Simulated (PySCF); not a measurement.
H₆S, SMILES [H][S@OH27]([H])([H])([H])([H])[H].

Geometry: ωB97X-D3(BJ)/def2-TZVP.

The numbers are results of SMD-ωB97X/6-31G* (PySCF), not measurements.

Solvation free energies are E(SMD) − E(gas) at the gas-phase geometry, for 1 M in both phases. In vacuum the dipole moment is 0.00 D.

```json
[
 {"solvent": "water", "ΔG(solv) (kcal/mol)": "4.2", "its non-electrostatic (CDS) part": "4.3", "dipole (D)": "0.00"},
 {"solvent": "ethylethanoate", "ΔG(solv) (kcal/mol)": "0.8", "its non-electrostatic (CDS) part": "0.9", "dipole (D)": "0.00"},
 {"solvent": "ethanol", "ΔG(solv) (kcal/mol)": "0.7", "its non-electrostatic (CDS) part": "0.8", "dipole (D)": "0.00"}
]
```
